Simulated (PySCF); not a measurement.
ClH₅OSi₂, SMILES O[Si@@H]([SiH3])Cl. Heavy atoms are numbered as in [OH:1][Si@@H:2]([SiH3:3])[Cl:4]. Hydrogens are named by the atom that carries them.

Geometry: B3LYP-D3(BJ)/def2-SVP. The structure was generated by enumeration; whether it is a known compound was not checked. The values are those of a single conformer.

The numbers are results of PySCF with PBE/def2-TZVP, not measurements.

Atomic charges (e), one atom of each kind:

```csv
atom,Mulliken,Löwdin
O1 (OH),-0.47,-0.11
Si2 (SiH),0.42,-0.28
Si3 (SiH3),0.02,0.12
Cl4,-0.23,0.19
H on O1,0.31,0.18
H on Si2,-0.04,-0.04
H on Si3,0.00,-0.02
```

Computed Mayer and Wiberg (Löwdin basis) orders of the bonds:
```
bond     Mayer  Wiberg
-------  -----  ------
O1–Si2    1.25    1.73
Si2–Si3   0.93    1.13
Si2–Cl4   1.13    1.79
```
